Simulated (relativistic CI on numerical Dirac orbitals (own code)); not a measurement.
## Radial parameters of Rb²⁸⁺

Method of calculation: Dirac-Coulomb-Breit CI, orbitals from a KLI potential per configuration, model QED, unscaled Slater integrals (own radial code, finite nucleus).

Slater integrals F^k, G^k are unscaled and averaged over j, outside the closed core 1s2; ζ comes from projecting the Hamiltonian with its Breit term on Σ l·s of the shell.

- 2s²2p⁵: ζ(2p) = 335490 cm⁻¹; <r>(2p) = 0.1494, <r^2>(2p) = 0.02708 (bohr units).
- 2p⁶3p: ζ(3p) = 87496 cm⁻¹; <r>(3p) = 0.397, <r^2>(3p) = 0.1817 (bohr units).
- 2p⁶3d: ζ(3d) = 11328 cm⁻¹; <r>(3d) = 0.3475, <r^2>(3d) = 0.1388 (bohr units).

Averages of the first 10 configurations, taken without configuration mixing, which lowers the lowest level and can move excited configurations by several eV; other configurations of the list can lie among them:

```json
{"Configuration": "2s²2p⁵", "Parity": "odd", "States": "6", "Average energy above the lowest level (eV)": "21.2"}
{"Configuration": "2s2p⁶", "Parity": "even", "States": "2", "Average energy above the lowest level (eV)": "252.0"}
{"Configuration": "2p⁶3s", "Parity": "even", "States": "2", "Average energy above the lowest level (eV)": "2336.6"}
{"Configuration": "2p⁶3p", "Parity": "odd", "States": "6", "Average energy above the lowest level (eV)": "2395.7"}
{"Configuration": "2p⁶3d", "Parity": "even", "States": "10", "Average energy above the lowest level (eV)": "2466.4"}
{"Configuration": "2s²2p⁴3s", "Parity": "even", "States": "30", "Average energy above the lowest level (eV)": "1882.9"}
{"Configuration": "2s²2p⁴3p", "Parity": "odd", "States": "90", "Average energy above the lowest level (eV)": "1946.1"}
{"Configuration": "2s²2p⁴3d", "Parity": "even", "States": "150", "Average energy above the lowest level (eV)": "2017.3"}
{"Configuration": "2s2p⁵3s", "Parity": "odd", "States": "24", "Average energy above the lowest level (eV)": "2095.9"}
{"Configuration": "2s2p⁵3p", "Parity": "even", "States": "72", "Average energy above the lowest level (eV)": "2157.1"}
```
